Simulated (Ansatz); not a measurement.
Consider the formal hydrolysis of the Si–C bond: `C#C[SiH2]CO` + H₂O → `OC[SiH2]O` + acetylene.

Gas-phase electronic energies from Ansatz, PBE0-D4/def2-TZVP geometries. CBS: MP2 limit from def2 TZ/QZ plus the TZ coupled-cluster correction, frozen cores. This one scheme is used for every species. Functionals use def2-TZVPP. HSE06 is defined as in plane-wave codes. Each species was taken in one conformer, which may not be the lowest.

`C#C[SiH2]CO`:

Cartesian coordinates in Å:
```
C 2.067 1.459 0.257
C 0.899 1.195 0.103
Si -0.841 0.677 -0.131
C -0.849 -1.194 0.132
O 0.148 -1.833 -0.648
H 3.094 1.711 0.393
H -1.702 1.379 0.857
H -1.255 1.038 -1.509
H -0.740 -1.425 1.201
H -1.811 -1.609 -0.182
H 0.989 -1.397 -0.474
```

H₂O:

Cartesian coordinates in Å:
```
O 0.314 0.201 -0.111
H -0.606 0.446 -0.227
H 0.291 -0.647 0.338
```

`OC[SiH2]O`:

Z-matrix (Å, degrees):
```
C
Si 1 1.881
O 1 1.422 2 110.3
H 1 1.101 2 111.0 3 -123.9
H 1 1.094 2 110.6 3 118.3
O 2 1.658 1 107.3 3 47.6
H 2 1.492 1 111.0 3 168.9
H 2 1.482 1 110.8 3 -67.8
H 3 0.962 1 108.0 2 -44.8
H 6 0.957 2 117.7 1 92.1
```

`C#C`:

Cartesian coordinates in Å:
```
C -0.190 -0.084 -0.561
C 0.190 0.084 0.561
H -0.527 -0.234 -1.560
H 0.527 0.234 1.560
```

CCSD(T)/CBS gives -45.8 kJ/mol.

Task: Another level gave -51.1 kJ/mol. Which?
A. MP2/def2-TZVPP
B. HSE06-D4/def2-TZVPP
C. BLYP/def2-TZVPP
D. revPBE-D4/def2-TZVPP

Result: C. BLYP -51.1, HSE06-D4 -40.8, MP2/def2-TZVPP -44.8, revPBE-D4 -35.9 kJ/mol.

Largest T1 diagnostic among the species: 0.013.

In def2-TZVPP, CCSD(T) changes the Hartree–Fock value by +15.1 kJ/mol (the triples alone add +3.0 kJ/mol) and MP2 by +17.2 kJ/mol. The D4 term adds +4.4 kJ/mol with B3LYP and +2.6 kJ/mol with PBE0; it sums over pairs of atoms, weighted by their polarisabilities, and B3LYP, whose exchange is more repulsive, gets the larger term.

B3LYP here is the variant with VWN-RPA as its local correlation; programs differ in this.
